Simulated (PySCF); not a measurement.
## NdSi at PBE

Level: PBE. basis Nd x2c-SVPall, Si x2c-SVPall; spin-free X2C with a Gaussian nucleus; PySCF 2.14.

| Property | Result |
| --- | --- |
| state | septet, about 3.9 electrons in the 4f shell (Mulliken), real f orbitals that mix terms |
| bond length | 2.842 Å |
| harmonic wavenumber | 244 cm⁻¹ |
| force constant | 0.819 mdyn/Å |
| rotational constant Be | 0.08933 cm⁻¹ |
| anharmonicity ωexe | 0.824 cm⁻¹ |
| vibration–rotation constant αe | 0.000394 cm⁻¹ |
| well depth De to Nd (4f4 6s2) + Si | 205 kJ/mol |
| dissociation energy D0 | 203 kJ/mol |
| bond order (Mayer) | 1.94 |
| dipole moment (positive dipole means Nd(−)Si(+)) | -4.54 D |

These are scalar-relativistic numbers at best; spin–orbit coupling would shift them, the dissociation energy most. Counting both spins, an empty level lies below a filled one in this solution, because spin and occupation are held. The state is the lowest single determinant that the PBE0 search found; with open d or f shells the true ground state can be another one.
